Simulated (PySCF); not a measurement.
Compound: C4H3BF2O.
Geometry (PBE0-D3(BJ)/def2-SVP, Å), atoms numbered from 1 in this order:
```
atom  x, y, z in Å
O1     3.525   -0.206   -0.900
C2     2.781   -0.136    0.045
C3     1.346   -0.300   -0.030
C4     0.139   -0.447   -0.052
C5    -1.304   -0.578   -0.101
B6    -1.937    0.860    0.053
F7    -2.174    1.610   -1.000
F8    -2.239    1.351    1.235
H9     3.164    0.067    1.076
H10   -1.653   -1.226    0.719
H11   -1.611   -1.022   -1.062
```

Computed with PBE0-D3(BJ)/def2-SVP geometry optimisation, gas phase (PySCF 2.14.0).

Take the most abundant isotopes and a rigid rotor. The values belong to one conformer with, in the numbering `[O:1]=[CH:2][C:3]#[C:4][CH2:5][B:6]([F:7])[F:8]`, C4–C5–B6–F7 90°.

(1) Give the principal moments of inertia and the rotational constants in cm⁻¹.

(2) Classify the top.

(3) Is it planar, by Δ = Ic − Ia − Ib?

(4) Give the other two planar moments, Paa and Pbb, and the rms extents of the mass along the axes.

(5) List the rotational levels J(Ka,Kc) to J = 4 (MHz).

(6) Which types of transition are allowed, and where do some lines up to J = 5 fall?

(7) Estimate the classical rotational partition function at 10 K, 25 K and 500 K.

Answers

(1) Ia = 103.77, Ib = 664.76, Ic = 680.68 u·Å²; 505379 MHz·u·Å²/I gives 4870, 760.2 and 742.5 MHz, that is A = 0.16246, B = 0.02536, C = 0.02477 cm⁻¹.

(2) A near-prolate asymmetric top. Ray's parameter κ = (2B − A − C)/(A − C) = -0.991; −1 is the prolate and +1 the oblate limit.

(3) Not planar: Δ = Ic − Ia − Ib = -87.85 u·Å². For a rigid frame Δ = −2 Σ m c², so Σ m c² = 43.93 u·Å² lies off the ab plane: 7.69 from hydrogen and 36.23 from heavier atoms. The atom farthest from that plane is 2.03 Å away.

(4) Paa = Σ m a² = (Ib + Ic − Ia)/2 = 620.84 and Pbb = Σ m b² = (Ia + Ic − Ib)/2 = 59.84 u·Å². With the mass M = 116.02 u, the rms extents √(P/M) along a, b and c are 2.31, 0.72, 0.62 Å.

(5) Above 0(0,0):
J = 1: 1(0,1) 1503, 1(1,1) 5613, 1(1,0) 5631
J = 2: 2(0,2) 4508, 2(1,2) 8600, 2(1,1) 8654, 2(2,1) 20984, 2(2,0) 20984
J = 3: 3(0,3) 9016, 3(1,3) 13082, 3(1,2) 13188, 3(2,2) 25492, 3(2,1) 25492, 3(3,1) 46087, 3(3,0) 46087
J = 4: 4(0,4) 15026, 4(1,4) 19057, 4(1,3) 19235, 4(2,3) 31503, 4(2,2) 31504, 4(3,2) 52098, 4(3,1) 52098, 4(4,1) 80931, 4(4,0) 80931

(6) The dipole components are |μa| = 2.49 D, |μb| = 1.98 D, |μc| = 1.09 D. Intensities carry the squares of the components, which stand as 1.00 : 0.63 : 0.19 (a : b : c). Some of the stronger lines:

```
type  branch         J(Ka,Kc)    MHz  lower level (cm⁻¹)
   b       R  4(0,4) ← 3(1,3)   1944               0.436
   b       Q  5(1,4) ← 5(0,5)   4254               0.752
   a       R  4(2,2) ← 3(2,1)   6011               0.850
   a       R  5(2,4) ← 4(2,3)   7513               1.051
   b       Q  4(2,3) ← 4(1,4)  12446               0.636
   c       R  4(2,2) ← 3(1,2)  18315               0.440
   c       Q  5(3,3) ← 5(2,3)  20593               1.302
   b       Q  5(3,2) ← 5(2,3)  20593               1.302
   c       R  3(3,1) ← 2(2,1)  25103               0.700
   b       R  4(3,2) ← 3(2,1)  26606               0.850
   c       R  4(4,1) ← 3(3,1)  34844               1.537
   c       R  5(5,0) ← 4(4,0)  44584               2.700
   b       R  5(5,0) ← 4(4,1)  44584               2.700
```

(7) Point group C1, symmetry number σ = 1; q = (√π/σ)·√((kT/h)³/(ABC)), k/h = 20836.6 MHz/K: 3220 at 10 K, 12700 at 25 K, 1140000 at 500 K.

Stationary, but not proved a minimum. These are rigid-rotor constants of the computed structure; measured ground-state constants (B0) also hold zero-point vibration. Quadrupole hyperfine structure (11B) is left out.
